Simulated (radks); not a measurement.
Values are calculated unless marked as measured or tabulated.
Spherical quantum dot in the effective-mass picture: electrons in a well V = -V0 / (1 + exp((r - R)/a)) with V0 = 3.71, R = 13.7, a = 1.4, all in effective atomic units (hartree* = m*/eps^2 hartree, bohr* = eps/m* bohr), one dielectric constant everywhere. Level of theory: non-relativistic Kohn-Sham, LDA (Slater exchange, Perdew-Wang correlation), spin-polarised, spherical densities (a radial shooting solver with Libxc functionals). Levels are named by radial order and angular momentum (1s, 1p, 1d, 2s, ...), and open shells are averaged over m.

N = 21, configuration 1s2 1p6 1d10 1f(up 3, down 0). This is the lowest configuration that the search found (a dilute case). Occupied and some empty levels:

level    occupation  eigenvalue (hartree*)  <r> (bohr*)
1s up             1                -1.4772        8.623
1s down           1                -1.4692        8.593
1p up             3                -1.4621        8.761
1p down           3                -1.4539        8.742
1d up             5                -1.4336        8.939
1d down           5                -1.4253        8.929
1f up             3                -1.3935        9.124
1f down           0                -1.3850        9.122
1g up             0                -1.3427        9.307
1g down           0                -1.3342        9.309
2s up             0                -1.3069        6.164
2s down           0                -1.3039        6.121
2p up             0                -1.2652        7.014
2p down           0                -1.2613        6.986
2d up             0                -1.2097        7.607
2d down           0                -1.2051        7.586

Energy (hartree*): total -52.2620, kinetic 1.9894, external -74.179, Hartree 23.020, exchange-correlation -3.0924.

Electron density:

r (bohr*)  n(r) (e/bohr*^3)
0.813            0.00002761
2.17             0.00007421
3.53              0.0002619
4.88              0.0008711
6.24               0.002381
7.60               0.004728
8.96               0.005633
10.3               0.002973
11.7              0.0004992
13.0             0.00002068
14.4              2.248e-07
